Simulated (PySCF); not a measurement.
A structure optimised at PBE-D3(BJ)/def2-SVP, used in a PySCF frequency run:

```
Si
O 1 1.5416
Cl 1 2.0428 2 126.02
Cl 1 2.0428 2 126.02 3 180.00
```
Charge 0, spin multiplicity 1.

**Question.** Write its SMILES, formula and point group.

**Answer.** O=[Si](Cl)Cl, Cl2OSi, C2v

**Question.** What are its rotational constants (standard atomic weights)?

**Answer.** 4.6577, 2.6112, 1.6732 GHz
